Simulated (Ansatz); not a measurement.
A structure relaxed at r2SCAN-D4/def2-SVP in Ansatz, charge 0, singlet:

```csv
atom,x (Å),y (Å),z (Å)
Ga1,-0.4616,0.7341,2.0533
Ga2,-0.6640,-0.9420,-1.9078
Te3,1.6283,0.3005,-0.2107
Te4,0.1796,-1.8603,0.7772
Te5,-0.6824,1.7676,-0.7121
```

(1) Give its formula and point group.

(2) Summarise the bond lengths by kind (pairs closer than 1.2 times the sum of covalent radii, bridged metal pairs left out).

## Answers

(1) the cluster Ga₂Te₃. Point group C2v (tolerance 0.1 Å).

(2) 6 × Ga–Te 2.96 to 3.11 Å; 2 × Te–Te 2.78 Å.

In the def2 sets Te takes a core potential; there is no spin–orbit coupling. Another isomer (singlet) lies 0.38 eV lower at PBE0-D4/def2-TZVP; other spin states weren't run for this one.
